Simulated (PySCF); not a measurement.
**Computed structure and properties of CeF3(NH3)**

System: CeF3(NH3) (singlet in the valence; each metal's 4f electrons, 1 of them, lie in its core potential, out of spins and levels); start: template (C3v). Method: PySCF 2.14.0, RKS PBE0, Ce lcecp-1-SVP with ECP47, F def2-SVP, N def2-SVP, H def2-SVP; non-relativistic Hamiltonian with scalar-relativistic core potentials where named; density fitting; no spin-orbit coupling.

Input of the relaxation:

```python
mol = gto.M(atom='''
Ce     0.01161    -0.01161     0.01161
F      1.26661     1.24339     1.26661
F     -1.24339    -1.26661     1.26661
F      1.26661    -1.26661    -1.24339
N     -1.49379     1.49379    -1.49379
H     -2.10699     2.10699    -0.95679
H     -0.95679     2.10699    -2.10699
H     -2.10699     0.95679    -2.10699''',
    basis={'Ce': 'lcecp-1-SVP', 'F': 'def2-SVP', 'N': 'def2-SVP', 'H': 'def2-SVP'},
    ecp={'Ce': 'lcecp-1-SVP'},
    charge=0, spin=0)
mf = dft.RKS(mol, xc='PBE0')
mf.grids.atom_grid = (50, 194)  # f atoms: unpruned, at least (60, 302)
mf = mf.density_fit()  # fitting sets: Ce AutoAux, F def2-universal-JKFIT, N def2-universal-JKFIT, H def2-universal-JKFIT
mf.conv_tol = 1e-08; mf.max_cycle = 55
mf.kernel(dm0)  # dm0: converged density of the start geometry
# quasi-Newton relaxation in Cartesian coordinates to a largest gradient under 0.00045 Eh/bohr, steps kept in the point group
```

Run from Python with OMP_NUM_THREADS=2; the lines above give its settings. Where DIIS fails, smearing, a level shift and second-order steps follow.
It took 2.1 min on 2 threads of Intel(R) Xeon(R) Platinum 8259CL CPU @ 2.50GHz (Skylake/Cascade Lake) (shared host), from the converged density of the start.

Course of the relaxation:

```tsv
step	energy above end (eV)	largest force component within the symmetry (eV/Å)
0	0.2120	1.195
1	0.1046	0.687
2	0.0541	0.238
3	0.0243	0.206
4	0.0065	0.066
5	0.0057	0.050
6	0.0026	0.055
7	0.0021	0.049
10	0.0013	0.018
11	0.0008	0.061
12	0.0007	0.027
13	0.0002	0.025
14	0.0000	0.021
15	0.0000	0.010
```
(The steps between are left out.)

Relaxed geometry (C3v):

```xyz
8

Ce    0.1522   -0.1522    0.1522
F     1.1037    1.5057    1.1037
F    -1.5057   -1.1037    1.1037
F     1.1037   -1.1037   -1.5057
N    -1.3857    1.3857   -1.3857
H    -1.9960    1.9960   -0.8392
H    -0.8392    1.9960   -1.9960
H    -1.9960    0.8392   -1.9960
```

```
     contact      Å
  Ce1–F2 (F)  2.135
  Ce1–F3 (F)  2.135
  Ce1–F4 (F)  2.135
Ce1–N5 (NH3)  2.664
```

On the finer grid (75, 302):

| Item | Value |
| --- | --- |
| HOMO | -9.06 eV |
| LUMO | -0.82 eV |
| Dipole about the centre of mass | 4.74 D |
| Set of Mulliken populations of Ce1 outside the core potential | s 2.12, p 6.28, d 1.24, f 0.10 |
| D3(BJ) dispersion energy (not in the energies) | -0.111 eV |

| atom | Mulliken (e) | Löwdin (e) | spin (e) |
| --- | --- | --- | --- |
| Ce1 | 1.26 | 0.86 | 0.00 |
| F2 | -0.48 | -0.38 | 0.00 |
| F3 | -0.48 | -0.38 | 0.00 |
| F4 | -0.48 | -0.38 | 0.00 |
| N5 | -0.32 | -0.04 | 0.00 |
| H6 | 0.17 | 0.11 | 0.00 |
| H7 | 0.17 | 0.11 | 0.00 |
| H8 | 0.17 | 0.11 | 0.00 |

The 4f levels lie in the core potential and are missing. Their spin isn't counted.

On the grid (50, 194), as all that follows. Harmonic modes: a minimum within the noise of the softest modes; lowest 53 cm⁻¹ (negative: unstable), highest 3618 cm⁻¹, zero-point energy 1.152 eV.

Taking off one F (charge -1, singlet; the rest: singlet) in vacuum, both parts rigid, costs 10.59 eV; the small basis without counterpoise inflates it. Most of it is the attraction of opposite charges; other ways to part are cheaper, and one spin state was tried for the rest.

Rigid scan of F along the line from its metal:

(distance to F2 (Å), energy (eV)): (1.84, 1.208), (1.94, 0.461), (2.04, 0.100), (2.14, 0.000), (2.24, 0.075), (2.34, 0.264), (2.54, 0.826), (2.84, 1.814), (3.24, 3.044), (3.74, 4.230)

Taking off one NH3 (charge 0, singlet; the rest: singlet) in vacuum, both parts rigid, costs 1.39 eV; the small basis without counterpoise inflates it.

Rigid scan of NH3 along the line from its metal:

| distance to N5 (Å) | energy (eV) |
| --- | --- |
| 2.36 | 0.295 |
| 2.46 | 0.113 |
| 2.56 | 0.025 |
| 2.66 | 0.000 |
| 2.76 | 0.019 |
| 2.86 | 0.066 |
| 3.06 | 0.204 |
| 3.36 | 0.439 |
| 3.76 | 0.709 |
| 4.26 | 0.944 |

One start shape was tried, so this needn't be the lowest isomer.

An lcecp potential fixes the number of 4f electrons, so in runs with it no electron can move into or out of that shell.
